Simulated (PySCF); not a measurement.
# Excitation energy of F⁺ by level of theory

F⁺ [He] 2s2 2p4 (3P) → F⁺ [He] 2s2 2p3 3s1 (5S), as a difference of total energies. All numbers are calculated (PySCF 2.14, no relativity, point nucleus, in aug-cc-pwCVTZ). Correlated levels: valence: 1s2 frozen. The calculations carry no spin-orbit coupling.

```json
{"method": "UHF", "excitation energy (eV)": "20.722"}
{"method": "MP2 (valence)", "excitation energy (eV)": "21.701"}
{"method": "SCS-MP2 (valence)", "excitation energy (eV)": "21.884"}
{"method": "CCSD (valence)", "excitation energy (eV)": "21.690"}
{"method": "CCSD(T) (valence)", "excitation energy (eV)": "21.702"}
```

Question: How much does correlation contribute at CCSD(T) (valence)?

Answer: 21.702 − (20.722) = 0.980 eV, measured against UHF.

Errors of the correlated levels include the incompleteness of this basis and the frozen core.

For comparison: 21.862 eV (measured; NIST levels, between the centres of gravity of the two terms).
